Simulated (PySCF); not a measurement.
# `C=N[Si@H]1C[C@@H](C=O)C1`: 4 charge schemes on one density

Species: C5H9NOSi.
Structure used (GFN2-xTB), in Å, numbered top down from 1:
```xyz
17
C5H9NOSi angstrom
C      3.122    0.150    0.348
N      1.873    0.146    0.391
Si     0.640   -0.638   -0.510
C     -0.729   -1.218    0.684
C     -1.596    0.016    0.344
C     -1.611    0.966    1.495
O     -2.586    1.427    2.024
C     -0.762    0.619   -0.812
H      3.672    0.766    1.053
H      3.724   -0.429   -0.357
H      0.972   -1.545   -1.614
H     -1.219   -2.141    0.389
H     -0.489   -1.294    1.742
H     -2.620   -0.233    0.058
H     -0.590    1.230    1.839
H     -1.271    0.517   -1.766
H     -0.536    1.673   -0.670
```

Density: PBE0/pcSseg-1 (PySCF); schemes: Mulliken, IAO, Hirshfeld and ESP-fitted. Geometry: GFN2-xTB, one conformer, isolated molecule.

Problem. Atoms with like bonding are taken together and averaged. At which atom do the 4 schemes differ most?

Solution. At C5: from -0.328 (Mulliken) to +0.314 e (ESP-fitted), 0.642 e apart.

Problem. Which atoms carry the highest charge in the Mulliken, IAO, Hirshfeld and ESP-fitted schemes?

Solution. All schemes agree: Mulliken Si3 (+0.843); IAO Si3 (+1.005); Hirshfeld Si3 (+0.399); ESP-fitted Si3 (+0.933).

Problem. Tabulate the Mulliken, IAO, Hirshfeld and ESP-fitted charges.

Solution. In e; atoms taken as equivalent share a row and are averaged (×n: the atom named and its like, n in all):

```tsv
atom	environment	Mulliken	IAO	Hirshfeld	ESP-fitted
C1	C=N carbon	+0.063	-0.069	+0.035	+0.195
N2	C=N nitrogen	-0.551	-0.518	-0.223	-0.580
Si3	SiH silicon	+0.843	+1.005	+0.399	+0.933
C4/C8	sp3 carbon bound to silicon	-0.452	-0.555	-0.163	-0.692
C5	sp3 carbon next to a carbonyl	-0.328	-0.151	-0.035	+0.314
C6	aldehyde carbon	+0.299	+0.271	+0.132	+0.439
O7	aldehyde oxygen	-0.353	-0.391	-0.236	-0.485
H9	hydrogen on a C=N carbon	+0.121	+0.147	+0.054	+0.067
H10	hydrogen on a C=N carbon	+0.099	+0.112	+0.048	+0.040
H11	Si–H hydrogen	-0.088	-0.149	-0.081	-0.190
H12/H16	methylene hydrogen	+0.148	+0.156	+0.041	+0.166
H13/H17	methylene hydrogen	+0.145	+0.150	+0.037	+0.166
H14	methine hydrogen	+0.133	+0.148	+0.043	+0.007
H15	formyl hydrogen	+0.079	+0.095	+0.035	-0.020
```

Mean size of the charges over all atoms: ESP-fitted 0.313 e, IAO 0.281 e, Mulliken 0.262 e, Hirshfeld 0.106 e. Each set sums to the total charge, 0, to within 0.001 e. The IAO scheme counts the electrons in orthogonalised intrinsic atomic orbitals, a minimal basis polarised so that it spans the occupied orbitals exactly. The Mulliken scheme counts on each atom the diagonal of the density matrix times the overlap matrix over that atom's basis functions.

Problem. How many electrons does the Mulliken scheme count on C8?

Solution. Its own charge is -0.452 e, so Z − q = 6.452.

Problem. Sum the charges by element, for elements with more than one atom.

Solution. 
```
element  atoms  Mulliken     IAO  Hirshfeld  ESP-fitted
      C      5    -0.870  -1.060     -0.194      -0.436
      H      9    +0.931  +0.964     +0.254      +0.567
```
